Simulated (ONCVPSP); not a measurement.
u(r) = r·R(r): atom against pseudo-atom (I)

Columns: radius, all-electron u(r) and pseudo u(r) of the 4s shell (level -180.59 eV) of iodine in the configuration [Ar] 3d10 4s2 4p6 4d10 5s2 5p5; PBE, scalar-relativistic, ONCV scheme, ONCVPSP 4.0.1.

| r (bohr) | all-electron | pseudo |
| --- | --- | --- |
| 0.075 | 0.5096 | 0.1450 |
| 0.150 | -0.1916 | 0.2990 |
| 0.225 | -0.7680 | 0.4669 |
| 0.300 | -0.5604 | 0.6467 |
| 0.375 | 0.0292 | 0.8283 |
| 0.450 | 0.6262 | 0.9961 |
| 0.525 | 1.0593 | 1.1321 |
| 0.600 | 1.2987 | 1.2213 |
| 0.675 | 1.3726 | 1.2541 |
| 0.750 | 1.3319 | 1.2302 |
| 0.825 | 1.2222 | 1.1567 |
| 0.900 | 1.0789 | 1.0462 |
| 0.975 | 0.9259 | 0.9139 |
| 1.050 | 0.7781 | 0.7753 |
| 1.125 | 0.6433 | 0.6430 |
| 1.200 | 0.5253 | 0.5252 |
| 1.275 | 0.4245 | 0.4245 |
| 1.350 | 0.3403 | 0.3403 |
| 1.425 | 0.2711 | 0.2710 |
| 1.500 | 0.2147 | 0.2146 |
| 1.575 | 0.1693 | 0.1693 |
| 1.650 | 0.1330 | 0.1329 |
| 1.725 | 0.1041 | 0.1041 |
| 1.800 | 0.0813 | 0.0813 |
| 1.875 | 0.0633 | 0.0633 |
| 1.950 | 0.0492 | 0.0492 |

(1) How many radial nodes do the two functions have?

(2) At about which radius was the pseudo-wave matched?

(3) Where does each function peak?

(4) Is the pseudo-wave norm-conserving?

## Answers

(1) The all-electron 4s function has n − l − 1 = 3 (the table is too coarse to show those close to the nucleus); the pseudo-wave has 0, since the states of the same l below it are removed with the core.

(2) 1.20 bohr, where the columns begin to agree (steps of 0.07 bohr).

(3) Outermost all-electron maximum near 0.68 bohr, pseudo maximum near 0.68 bohr (to the table’s step).

(4) Yes: the ONCV scheme keeps the norm inside the radius equal to the all-electron one, which fixes the energy derivative of the logarithmic derivative at the level.
